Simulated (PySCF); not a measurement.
An unknown is described by computed data only.

Formula: C4H4ClNO2.

- UV, first state: lowest singlet excitation: 6.21 eV (200 nm, f = 0.146) [TDDFT PBE0/def2-SVPD]
- Dipole: 2.08 D [PBE0/def2-SVPD]
- NMR, other nuclei: isotropic shieldings of nuclei other than C and H, by class: -138 (1 N), -65 (1 O), 289 (1 O), 783 (1 Cl) ppm [GIAO PBE0/pcSseg-1]
- Polarisability: 74.0 au [PBE0/def2-SVPD]
- 13C NMR: chemical shifts (computed TMS as zero) by class: 183.2 (1 C), 164.5 (1 C), 113.4 (1 C), 62.1 (1 C) ppm [GIAO PBE0/pcSseg-1]
- 1H NMR: chemical shifts (computed TMS as zero) by class: 6.60 (1 H), 5.07 (2 H), 0.78 (1 H) ppm [GIAO PBE0/pcSseg-1]
- Triplet: lowest triplet excitation (Tamm–Dancoff): 4.16 eV [TDA PBE0/def2-SVPD]
- Rotational structure: rotational constants A, B, C: 5.101, 0.891, 0.788 GHz [GFN2-xTB]

Electronic properties: PySCF, gas phase, density fitting. Levels stand in brackets. Isolated species at its GFN2-xTB geometry (one conformer only). GFN2-xTB frequencies show an imaginary mode (30i cm⁻¹), so this geometry is no minimum at that level. NMR values are class means; diastereotopic atoms form classes of their own.

Problem. Propose a structure and show how it fits.

Solution. Numbering: `[OH:1][CH2:2][c:3]1[cH:4][c:5]([Cl:6])[n:7][o:8]1`. Its formula, C4H4ClNO2, gives 3 degrees of unsaturation: 1 ring and 2 π bonds in the structure found (Kekulé form). 4 carbons fall into 4 classes; from least to most shielded: substituted aromatic carbon [C3] (183.2 ppm), aromatic C–Cl carbon [C5] (164.5 ppm), aromatic CH carbon [C4] (113.4 ppm), carbinol carbon (C–OH) [C2] (62.1 ppm). Hydrogen classes from least to most shielded: 1 H on an aromatic CH carbon, C4 (6.60 ppm), 2 H on a carbinol carbon (C–OH), C2 (5.07 ppm), 1 H on an alcohol oxygen, O1 (0.78 ppm). The other shieldings belong to: -138 ppm, pyridine-type nitrogen [N7]; -65 ppm, ring oxygen [O8]; 289 ppm, alcohol oxygen [O1]; 783 ppm, aryl chlorine [Cl6]. The optimised geometry has point group C1 and is an asymmetric top. Structure: `OCc1cc(Cl)no1`. The assignments are read from this structure; whether some other isomer fits the data as well wasn't checked.

The values belong to the conformer `[OH:1][CH2:2][c:3]1[cH:4][c:5]([Cl:6])[n:7][o:8]1`: O1–C2–C3–C4 -57°, H–O1–C2–C3 -63°.
